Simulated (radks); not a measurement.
Removal energies from the molybdenum ion Mo2+, [Kr] 4d4, by Delta-SCF beside the eigenvalue of the level emptied. Calculated with a radial shooting solver on a logarithmic mesh with Libxc functionals: scalar-relativistic Kohn-Sham, PBE, spin-polarised, spherical densities, finite nucleus; Fermi nuclear charge, rms radius of each element as measured or else 0.836 A^(1/3) + 0.57 fm. Open shells are filled with parallel spins first.

removed from,final configuration,Delta-SCF (eV),-eigenvalue (eV)
4d,[Kr] 4d3,27.830,21.936
4p,[Ar] 3d10 4s2 4p5 4d4,61.760,54.943
4s,[Ar] 3d10 4s1 4p6 4d4,88.357,81.098
3d,[Ar] 3d9 4s2 4p6 4d4,255.80,239.05
